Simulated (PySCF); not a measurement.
C6H12O2. Atoms are numbered in the order given.

```xyz
20

C     -0.3580    -3.9616     0.0000
C      0.4701    -2.6766     0.0000
C     -0.3919    -1.4109     0.0000
C      0.4416    -0.1431     0.0000
O     -0.4608     0.9787     0.0000
C      0.1169     2.1994     0.0000
C     -0.9261     3.2897     0.0000
O      1.3152     2.3649     0.0000
H     -1.0073    -4.0154    -0.8893
H      0.2871    -4.8539     0.0000
H     -1.0073    -4.0154     0.8893
H      1.1347    -2.6655     0.8822
H      1.1347    -2.6655    -0.8822
H     -1.0520    -1.4038     0.8844
H     -1.0520    -1.4038    -0.8844
H      1.0931    -0.0776     0.8867
H      1.0931    -0.0776    -0.8867
H     -1.5707     3.1902     0.8864
H     -1.5707     3.1902    -0.8864
H     -0.4325     4.2681     0.0000
```

Geometry optimised at TPSSh-D3(BJ)/def2-SVP. The values are those of a single conformer.

Method: TDDFT-LC-ωPBE/def2-SVP (PySCF).

Vertical excitations. The molecule is in vacuum. State labels are in the subgroup Cs.

**Question.** Give excitation energies, oscillator strengths and character. (The exact figures need the calculation; the answer reports its results.)

**Answer.** 
```json
[
 {"state": "S1", "symmetry": "A\"", "energy (eV)": "5.90", "λ (nm)": "210", "f": "0.001", "main pairs": "HOMO→LUMO 96 %"},
 {"state": "S2", "symmetry": "A'", "energy (eV)": "8.52", "λ (nm)": "145", "f": "0.135", "main pairs": "HOMO−1→LUMO 92 %"},
 {"state": "S3", "symmetry": "A\"", "energy (eV)": "9.08", "λ (nm)": "137", "f": "0.000", "main pairs": "HOMO−6→LUMO 52 %, HOMO−3→LUMO 34 %, HOMO−8→LUMO 9 %"},
 {"state": "S4", "symmetry": "A'", "energy (eV)": "9.97", "λ (nm)": "124", "f": "0.120", "main pairs": "HOMO→LUMO+2 72 %, HOMO→LUMO+1 17 %"},
 {"state": "S5", "symmetry": "A\"", "energy (eV)": "10.24", "λ (nm)": "121", "f": "0.028", "main pairs": "HOMO−1→LUMO+1 37 %, HOMO−1→LUMO+2 27 %, HOMO−1→LUMO+3 13 %, HOMO−1→LUMO+6 9 %"},
 {"state": "S6", "symmetry": "A'", "energy (eV)": "10.38", "λ (nm)": "119", "f": "0.203", "main pairs": "HOMO−5→LUMO 56 %, HOMO−7→LUMO 24 %, HOMO−2→LUMO 10 %"},
 {"state": "S7", "symmetry": "A\"", "energy (eV)": "10.52", "λ (nm)": "118", "f": "0.001", "main pairs": "HOMO−2→LUMO+1 77 %"},
 {"state": "S8", "symmetry": "A\"", "energy (eV)": "10.63", "λ (nm)": "117", "f": "0.000", "main pairs": "HOMO−9→LUMO 33 %, HOMO−3→LUMO 11 %, HOMO−4→LUMO 9 %, HOMO−6→LUMO 8 %"},
 {"state": "S9", "symmetry": "A'", "energy (eV)": "10.64", "λ (nm)": "117", "f": "0.002", "main pairs": "HOMO→LUMO+3 33 %, HOMO→LUMO+1 28 %, HOMO→LUMO+2 12 %, HOMO→LUMO+7 7 %"},
 {"state": "S10", "symmetry": "A\"", "energy (eV)": "10.70", "λ (nm)": "116", "f": "0.000", "main pairs": "HOMO−9→LUMO 20 %, HOMO−1→LUMO+6 13 %, HOMO−1→LUMO+1 11 %, HOMO−1→LUMO+2 10 %"},
 {"state": "T1", "symmetry": "A\"", "energy (eV)": "5.30", "λ (nm)": "234", "f": "0", "main pairs": "HOMO→LUMO 96 %"},
 {"state": "T2", "symmetry": "A'", "energy (eV)": "6.12", "λ (nm)": "203", "f": "0", "main pairs": "HOMO−1→LUMO 72 %, HOMO−5→LUMO 16 %"},
 {"state": "T3", "symmetry": "A\"", "energy (eV)": "8.47", "λ (nm)": "146", "f": "0", "main pairs": "HOMO−6→LUMO 49 %, HOMO−3→LUMO 28 %, HOMO−8→LUMO 14 %"},
 {"state": "T4", "symmetry": "A'", "energy (eV)": "8.50", "λ (nm)": "146", "f": "0", "main pairs": "HOMO−5→LUMO 35 %, HOMO−7→LUMO 27 %, HOMO−1→LUMO 20 %, HOMO−13→LUMO 7 %"}
]
```
Triplets are in the Tamm–Dancoff approximation, which puts them higher than full response would, so one can lie above its singlet here.
